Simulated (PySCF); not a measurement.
In(CF3)(F)2, SMILES [C](F)(F)(F)[In]([F])[F], PBE0/def2-SVP optimised geometry. Atoms within 1.6 Å of the plane z = 0.8 Å (x, y, z in Å): In1 (0.13, -0.55, 0.00), C2 (-1.11, 1.27, 0.00), F3 (-0.38, 2.35, 0.27), F4 (-2.08, 1.19, 0.91), F6 (2.08, -0.55, 0.00), F7 (-0.60, -2.35, -0.01).

Calculation: PBE0/def2-TZVP, def2 effective core potentials past Kr (PySCF 2.14.0). The core electrons that the potentials of In replace are not part of the density. Cells within 0.4 Å of a nucleus heavier than hydrogen are left out (blank, or x).

Map of the deformation density (molecule minus spherical neutral atoms) (e/bohr³) on the plane z = 0.8 Å:

```
|3333333333333333333333333333333|
|3333333333333333333333333333333|
|3333333333333333333333333333333|
|3333333333333333333333333333333|
|3333333333333322333333333333333|
|3333333333333322233333333333333|
|3333333332233432233333333333333|
|3333333322223564333333333333333|
|3333333332112454333333333333333|
|3333333443201233333333333333333|
|33333339x2410122222333333333333|
|3333333xxx520122222233333333333|
|33333339x1421232222233333333333|
|3333333453223333222233333333333|
|3333333332223333222233333333333|
|3333333322223332222333333333333|
|3333333322222222222344433333333|
|3333333322222223222344443333333|
|3333333332222222212334433333333|
|3333333333222222112233333333333|
|3333333333333332222233333333333|
|3333333333333443222233333333333|
|3333333333334443322233333333333|
|3333333333334443333333333333333|
|3333333333333333333333333333333|
|3333333333333333333333333333333|
|3333333333333333333333333333333|
|3333333333333333333333333333333|
|3333333333333333333333333333333|
|3333333333333333333333333333333|
|3333333333333333333333333333333|
```
Scale: ten equal steps from -0.020 (start of '0') to 0.043 (end of '9'), in the order '0123456789'; x runs from -4.50 to 4.50, y from -4.50 (bottom) to 4.50 (top).
